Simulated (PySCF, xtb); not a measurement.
Sn(Cl)4 anion (Cl4Sn), SMILES [Cl][Sn]([Cl])([Cl])[Cl] (connectivity only; charge and spin as stated), charge -1, multiplicity 2.

Harmonic wavenumbers (cm⁻¹) from GFN2-xTB (xtb) at its own minimum, in rising order: 51, 51, 51, 64, 64, 225, 225, 225, 227.

### Question
What does PySCF with B3LYP-D3(BJ)/def2-SVPD give at its own minimum? (Estimate from the structure and the level; the computed values follow.)

### Answer
41, 41, 41, 63, 63, 255, 260, 260, 260. Paired by order, the mean absolute difference is 18 cm⁻¹ and the zero-point energies are 1.7 and 1.8 kcal/mol.
